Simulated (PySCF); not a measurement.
Structure from NMR data

The spectra below were simulated for a compound C5H3F7.

¹H NMR (400 MHz, computed): δ 6.40 (m, 1H), 6.37 (m, 1H), 6.28 (m, 1H).

¹³C{¹H} NMR (computed): δ 135.5 (CH2), 135.5 (CH), 127.9 (C), 122.8 (C), 116.5 (C).

- σ from GIAO-PBE0/pcSseg-1
- structure optimised with GFN2-xTB
- program: PySCF
- fast rotation and ring inversion assumed for equivalent nuclei, one computed conformer, in vacuum, non-relativistic Hamiltonian

References, each an isolated molecule treated in the same way: ¹H, ¹³C against TMS.

**Question.** Propose a structure and justify it.

**Answer.** 
1. The formula gives 1 degree of unsaturation (no ring in the answer).
2. 5 carbon signals for 5 carbons: no two carbons are equivalent.
3. Carbon types of the structure: 3 × C, 1 × CH, 1 × CH2, which accounts for all hydrogens.
4. δC 135.5: terminal =CH2 carbon; the olefinic region.
5. δC 135.5: alkene CH; as expected for a trigonal carbon in a double bond.
6. δC 127.9: CF3 carbon; 3 electronegative neighbours deshield it.
7. δC 122.8: allylic fully substituted sp3 carbon bonded to 2 F; 2 electronegative neighbours deshield it.
8. δC 116.5: fully substituted sp3 carbon bonded to 2 F; 2 electronegative neighbours deshield it.
9. δH 6.40, 6.28: hydrogen on a terminal =CH2 carbon; a vinylic proton, deshielded by the sp2 carbon and the C=C anisotropy.
10. δH 6.37: hydrogen on an alkene CH; a vinylic proton, deshielded by the sp2 carbon and the C=C anisotropy.

The compound is 3,3,4,4,5,5,5-heptafluoropent-1-ene.

This is the structure that produced the data.

Splittings by ¹⁹F in the carbon and heteronuclear signals aren't shown, as no couplings were computed. Shifts are as computed. Against solution values, carbons near 30 ppm lie about +3 ppm off and those near 130 ppm about +5 ppm. Of 1211 compounds with measured shifts, 218 miss one by over three times the rms of a fit or turn the order of signals round; such compounds aren't used in these exercises. Multiplicities follow the n + 1 count of equivalent neighbours, as no J values were calculated; m marks all less simple cases, F and P coupling included.
